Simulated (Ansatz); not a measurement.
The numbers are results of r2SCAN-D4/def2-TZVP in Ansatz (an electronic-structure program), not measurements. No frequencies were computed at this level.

Ansatz 0.2 input:
```yaml
crystal:
  periodic: [false, false, false]
  atoms:
    - { symbol: C, position_ang: [1.533625, -0.008537, -0.381056] }
    - { symbol: N, position_ang: [0.48264, 0.778949, 0.210104] }
    - { symbol: C, position_ang: [-0.699535, 0.334701, 0.274075] }
    - { symbol: N, position_ang: [-1.198123, -0.853396, -0.193839] }
    - { symbol: O, position_ang: [-1.65987, 1.111764, 0.820369] }
    - { symbol: H, position_ang: [2.442603, 0.589728, -0.347096] }
    - { symbol: H, position_ang: [1.316521, -0.262994, -1.423223] }
    - { symbol: H, position_ang: [1.708706, -0.938927, 0.171984] }
    - { symbol: H, position_ang: [-0.550317, -1.614274, -0.302066] }
    - { symbol: H, position_ang: [-2.122657, -1.094973, 0.122138] }
    - { symbol: H, position_ang: [-1.253592, 1.957957, 1.04861] }
basis:
  gaussian: { orbitals: def2-tzvp }
hamiltonian:
  xc: r2scan
  dispersion: d4
relax:
  max_steps: 150
```

Output:

```
Functional definition: r2SCAN
1085 factors; their error is unknown
mean field evaluation 1: about -7184.8830 eV, gradient 8.2e1 eV
mean field evaluation 2: about -7168.4392 eV, gradient 1.2e2 eV
mean field evaluation 4: about -7197.6889 eV, gradient 9.6e0 eV
mean field evaluation 8: about -7197.8640 eV, gradient 2.1e-1 eV
mean field evaluation 16: about -7197.8342 eV, gradient 8.4e-3 eV
mean field -7197.83424975 eV, -264.5155298110 hartree, gradient 1.7e-5 eV, S^2 0.000000; 0 other end points of the search recorded, 0 dependent functions left out
reference -7197.83426013 eV, -264.5155301924 hartree; 20, 20 occupied and 171, 171 virtual orbitals, 1085 factors
relax step   1: F+E_penalty+E_count = -7197.88108350 eV  Δ(F+E_penalty+E_count) = +0.000e0 eV  max|allowed force component| = 7.444e-1 eV/Å  Δτ_max = 0.0000 Å  (33 SCF iters, accepted)
these checks for a lower state are left out or cut short: starts, cluster_reference, orbital_swaps, neighbouring_geometries, increment
1085 factors; their error is unknown
mean field -7197.86274600 eV, -264.5165770290 hartree, gradient 1.6e-5 eV, S^2 0.000000; 0 other end points of the search recorded, 0 dependent functions left out
reference -7197.86275633 eV, -264.5165774086 hartree; 20, 20 occupied and 171, 171 virtual orbitals, 1085 factors
relax step   2: F+E_penalty+E_count = -7197.90961995 eV  Δ(F+E_penalty+E_count) = -2.854e-2 eV  max|allowed force component| = 3.391e-1 eV/Å  Δτ_max = 0.0432 Å  (34 SCF iters, accepted)
these checks for a lower state are left out or cut short: starts, cluster_reference, orbital_swaps, neighbouring_geometries, increment
1085 factors; their error is unknown
mean field evaluation 32: about -7197.8712 eV, gradient 2.7e-4 eV
mean field -7197.87118389 eV, -264.5168871158 hartree, gradient 1.6e-5 eV, S^2 0.000000; 0 other end points of the search recorded, 0 dependent functions left out
reference -7197.87119415 eV, -264.5168874926 hartree; 20, 20 occupied and 171, 171 virtual orbitals, 1085 factors
relax step   3: F+E_penalty+E_count = -7197.91817743 eV  Δ(F+E_penalty+E_count) = -8.557e-3 eV  max|allowed force component| = 1.098e-1 eV/Å  Δτ_max = 0.0564 Å  (34 SCF iters, accepted)
these checks for a lower state are left out or cut short: starts, cluster_reference, orbital_swaps, neighbouring_geometries, increment
1085 factors; their error is unknown
mean field -7197.87147196 eV, -264.5168977022 hartree, gradient 1.6e-5 eV, S^2 0.000000; 0 other end points of the search recorded, 0 dependent functions left out
reference -7197.87148222 eV, -264.5168980790 hartree; 20, 20 occupied and 171, 171 virtual orbitals, 1085 factors
relax step   4: F+E_penalty+E_count = -7197.91845507 eV  Δ(F+E_penalty+E_count) = -2.776e-4 eV  max|allowed force component| = 6.353e-2 eV/Å  Δτ_max = 0.0100 Å  (34 SCF iters, accepted)
these checks for a lower state are left out or cut short: starts, cluster_reference, orbital_swaps, neighbouring_geometries, increment
1085 factors; their error is unknown
mean field -7197.87166007 eV, -264.5169046149 hartree, gradient 1.6e-5 eV, S^2 0.000000; 0 other end points of the search recorded, 0 dependent functions left out
reference -7197.87167032 eV, -264.5169049918 hartree; 20, 20 occupied and 171, 171 virtual orbitals, 1085 factors
relax step   5: F+E_penalty+E_count = -7197.91863966 eV  Δ(F+E_penalty+E_count) = -1.846e-4 eV  max|allowed force component| = 6.965e-3 eV/Å  Δτ_max = 0.0040 Å  (34 SCF iters, accepted)
1085 factors; their error is unknown
mean field evaluation 64: about -7197.9018 eV, gradient 2.1e-1 eV
mean field -7197.87166007 eV, -264.5169046149 hartree, gradient 1.6e-5 eV, S^2 0.000000; 1 other end points of the search recorded, 0 dependent functions left out
reference -7197.87167032 eV, -264.5169049918 hartree; 20, 20 occupied and 171, 171 virtual orbitals, 1085 factors
Total energy: -7197.91864991 eV, -264.5186314598 hartree
Atom 0 at     1.503615    -0.013266    -0.372360 Å, force    -0.002503    -0.006965     0.001698 eV/Å
Atom 1 at     0.490711     0.828446     0.226887 Å, force    -0.005635     0.006673    -0.001387 eV/Å
Atom 2 at    -0.692084     0.365740     0.273347 Å, force     0.006028    -0.003704     0.000066 eV/Å
Atom 3 at    -1.163743    -0.829408    -0.201285 Å, force    -0.001970     0.004769     0.001977 eV/Å
Atom 4 at    -1.696067     1.105720     0.804816 Å, force     0.000064     0.000037    -0.004505 eV/Å
Atom 5 at     2.458313     0.512956    -0.368665 Å, force     0.000643     0.004493     0.002479 eV/Å
Atom 6 at     1.272180    -0.273670    -1.415727 Å, force    -0.001017     0.001009    -0.001060 eV/Å
Atom 7 at     1.653653    -0.954564     0.181029 Å, force    -0.001209    -0.001898    -0.000443 eV/Å
Atom 8 at    -0.485486    -1.561584    -0.327613 Å, force     0.001993     0.000554    -0.001737 eV/Å
Atom 9 at    -2.063951    -1.122378     0.142102 Å, force    -0.000830    -0.003118     0.002097 eV/Å
Atom 10 at    -1.277139     1.942006     1.057469 Å, force     0.004437    -0.001849     0.000814 eV/Å
Dipole moment:    -0.106544    -0.411390     0.011471 e Å
```

Cost: roughly 60 core-seconds.
